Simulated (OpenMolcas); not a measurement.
## V3+: moving or changing the point charges

V3+ among 5 point charges of -2 e arranged as a trigonal bipyramid (D3h), 1.96 Å from the ion, with the axial distance 1.862 Å. The active orbitals were held to one l.
```
   1.9600    0.0000    0.0000  -2.00
  -0.9800    1.6974    0.0000  -2.00
  -0.9800   -1.6974    0.0000  -2.00
   0.0000    0.0000    1.8620  -2.00
   0.0000    0.0000   -1.8620  -2.00
```

- Program: OpenMolcas
- Method: CASSCF
- Basis: ANO-RCC-VDZP [5s4p2d1f]
- Scalar Hamiltonian: DKH2, point nucleus
- Active space: 2 electrons in 5 orbitals (3d)
- State averaging: 2S+1 = 3 even, 10 roots; 2S+1 = 1 even, 15 roots
- Spin-orbit coupling: RASSI with atomic mean-field integrals over the reference wave functions

Runs around this geometry, states (labels of D3, the rotations of D3h). Energies in cm-1 above the lowest state or level, χT in cm3 K/mol.

```
R (Å)  Axial / equatorial distance  Ground state  First state of that spin  First gap with spin-orbit (degeneracies)  χT at 300 K  First state of another spin
 1.96                         0.87      2S+1 = 3                  3A2 1605                              317.8 (2, 2)        0.905                    1A1 13716
 1.87                         0.95      2S+1 = 3                 3A2 746.5                              320.1 (2, 2)        0.900                     1E 13943
 1.96                         0.95      2S+1 = 3                 3A2 809.2                              322.7 (2, 2)        0.894                     1E 14003
```

An orbital doublet at a regular site is open to a Jahn-Teller distortion, which this geometry leaves out. Without dynamic correlation the repulsion within the d shell is too large (B by tens of per cent), so at a given field states of lower spin stand too high. This is an electrostatic model: the charges have no orbitals. An unlabelled pair can be two single states that coincide in this model. No measured value stands beside these numbers.

A state without a sure symmetry label is named by its multiplicity alone.
